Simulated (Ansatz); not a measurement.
Pulling on the Al1–H3 bond in AlFHI (SMILES [F][AlH][I]) (multiplicity 1 held, fragments rigid). Energies count from the point at 1.559 Å.
Geometry at that point (charge 0, multiplicity 1):
```
atom    x (Å)    y (Å)    z (Å)
----  -------  -------  -------
Al    -0.1596  -0.9343  -1.3185
F     -1.7315  -1.3350  -1.6085
H      0.9483  -1.4609  -2.2810
I      0.3153   0.4834   0.6396
```

Restricted levels (R-, RO-) in cc, def2 and unpolarised 6-31G sets keep to the state of the molecule at rest. Active spaces are followed from a long bond inwards. Curves can end on different states.

Correlated levels freeze the cores. Filled d and f shells under p-block atoms count as core.

The values were computed with Ansatz (Gaussian basis) for Hartree–Fock, density functionals and correlated methods. Each number belongs to the level named beside it. In def2 rows elements past Kr take small-core potentials, without spin–orbit coupling.

What energy at R = 4.989 Å does FIC-MRCISD+Q on CASSCF(2,2)/def2-SVP give?

84.4 kcal/mol

What energy at R = 4.989 Å does R-SCS-MP2/def2-SVP give?

103.2 kcal/mol

Give the energy at R = 4.989 Å at the level R-MP2/def2-SVP.

111.8 kcal/mol

Doubts at one or more of the structures used: a restricted determinant that unrestricted orbitals would lower (R-MP2/def2-SVP, R-SCS-MP2/def2-SVP).

Ansatz is a quantum-chemistry and plane-wave program.
